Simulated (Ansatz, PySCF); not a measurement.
C2H7GaO. Atoms are numbered in the order given.

```xyz
11

Ga    -0.3612    -0.3881     0.0000
H     -1.9040    -0.1256     0.0000
C      0.6725    -2.0393     0.0000
H      0.4386    -2.6494     0.8871
H      0.4386    -2.6494    -0.8871
H      1.7481    -1.8098     0.0000
O      0.6533     1.0871     0.0000
C      0.1764     2.4053     0.0000
H      0.5438     2.9493    -0.8905
H      0.5438     2.9493     0.8905
H     -0.9308     2.4749     0.0000
```
Charge 0, spin multiplicity 1.

The structure is a stationary point at r2SCAN-D4/def2-SVP. The structure was generated by enumeration; whether it is a known compound was not checked. The values are those of a single conformer.

Vertical ionisation energy (IE) and electron affinity (EA) in eV. Rows of orbital energies are one-electron estimates. Where ΔSCF, EOM or ADC give a negative EA the extra electron is unbound and the value depends on the basis.

```tsv
level	IE	EA
−ε(HOMO), −ε(LUMO), PBE0/def2-TZVP (PySCF)	7.62	0.74
−ε(HOMO), −ε(LUMO), PBE/def2-TZVP (PySCF)	6.18	1.52
ΔSCF, PBE0/def2-SVPD (Ansatz), final states of multiplicity 2 and 2	9.84	-0.77
ΔSCF, PBE/def2-SVPD (Ansatz), final states of multiplicity 2 and 2	9.50	-0.74
```

Question: What vertical singlet–triplet gap does ΔSCF give with PBE0/def2-SVPD (Ansatz, a quantum-chemistry and plane-wave program) and with PBE/def2-SVPD (Ansatz)? (Estimate from the structure and the level; the computed values follow.)

Answer: 5.29 and 4.88 eV (triplet above singlet where positive).
